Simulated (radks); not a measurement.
Q: The tungsten ion W+, 73 electrons, occupied as [Xe] 4f14 5d4 6s1. All-electron calculation, scalar-relativistic Kohn-Sham, LDA (Slater exchange, VWN5 correlation), spin-polarised, spherical densities, finite nucleus; open shells are filled with parallel spins first (spin-orbit coupling, left out, can overturn this in heavy ions); Fermi nuclear charge, rms radius 5.3658 fm; hard spherical wall at 10 bohr. Program: a radial shooting solver on a logarithmic mesh with Libxc functionals. Some entries of the table are withheld. Estimate them.

orbital  occ.  eigenvalue (eV)  r(max) (bohr)  <1/r> (bohr^-1)
1s up       1        -69418.81        0.01147            86.98
1s down     1        -69418.79        0.01147            86.98
2s up       1        -11989.62        0.06573            20.34
2s down     1        -11989.45        0.06573            20.34
2p up       3        -10493.65        0.05389            18.44
2p down     3        -10493.51        0.05389            18.44
3s up       1        -2766.378         0.1854            7.530
3s down     1        -2766.303         0.1854            7.530
3p up       3        -2323.164         0.1835            6.957
3p down     3        -2323.084         0.1835            6.957
3d up       5        -1811.545         0.1493            6.575
3d down     5        -1811.424         0.1493            6.575
4s up       1        -575.7870         0.4208            3.204
4s down     1        -575.6190         0.4208            3.204
4p up       3        -430.2742         0.4413            2.911
4p down     3        -430.1026         0.4413            2.911
4d up       5        -245.5835         0.4522            2.590
4d down     5        -245.3709         0.4522            2.590
5s up       1         -87.2378         0.9631            1.251
5s down     1         -85.6862         0.9598            1.260
5p up       3         -51.5913          1.094            1.048
5p down     3         -49.5582          1.087            1.060
4f up       7         -40.8893         0.4280            2.081
4f down     7         -40.4698         0.4277            2.089
6s up       1         -13.2244          2.536           0.4372
5d up       4         -12.8892          1.499           0.6669
6s down     0         -10.8285          2.599           0.4146
5d down     0         -10.1761          1.475           0.6660
6p up       0              (1)          3.241           0.3370
6p down     0              (2)          3.493           0.3045
7s up       0          -2.6515          5.920              (3)
7s down     0          -2.0742          6.199              (4)
5f up       0              (5)          5.700           0.1952
5f down     0              (6)          6.128           0.1805

A: 
(1) 6p up eigenvalue (eV): -7.4493
(2) 6p down eigenvalue (eV): -5.8542
(3) 7s up <1/r> (bohr^-1): 0.2228
(4) 7s down <1/r> (bohr^-1): 0.2211
(5) 5f up eigenvalue (eV): 0.5080
(6) 5f down eigenvalue (eV): 1.0014
